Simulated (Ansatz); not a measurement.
Ligand exchange: C2H9ClSi2 + H2O → C2H10OSi2 + HCl

Gas-phase species: C2H9ClSi2 `C[SiH2]C[SiH2]Cl`, singlet; H2O (water) `O`, singlet; C2H10OSi2 `C[SiH2]C[SiH2]O`, singlet; HCl (hydrogen chloride), singlet. The partners trade Cl for OH: Si–Cl and H–OH bonds give way to Si–OH and H–Cl.

Shapes, held fixed at every level: PBE0-D4/def2-TZVP. Flexible molecules stand in one conformer, not always the lowest. Programs: Ansatz 0.2.0. Electronic energies: no zero-point or thermal term.

| level | kind | ΔE (kJ/mol) | less CCSD(T)/CBS estimate |
| --- | --- | --- | --- |
| HF/def2-TZVPP | Hartree–Fock | +6.6 | -6.7 |
| PBE-D4/def2-TZVPP | GGA | +16.4 | +3.1 |
| r2SCAN-D4/def2-TZVPP | meta-GGA | +11.7 | -1.6 |
| wB97M-V/def2-TZVPP | range-separated hybrid | +10.9 | -2.4 |
| wB97X-V/def2-TZVPP | range-separated hybrid | +10.5 | -2.8 |
| MP2/def2-TZVPP | perturbation theory | +11.8 | -1.5 |
| CCSD/def2-TZVPP | coupled cluster or CI | +7.1 | -6.2 |
| CCSD(T)/CBS estimate | coupled cluster or CI | +13.3 | 0.0 |

The highest level, CCSD(T)/CBS estimate, gives ΔE = +13.3 kJ/mol; the levels span +6.6 to +16.4. The column of differences is taken from that level and isn't an error. No measured value is set beside it here. The CBS estimate extrapolates MP2 from def2-TZVPP and def2-QZVPP and adds CCSD(T) − MP2 in the triple-zeta set, cores frozen.
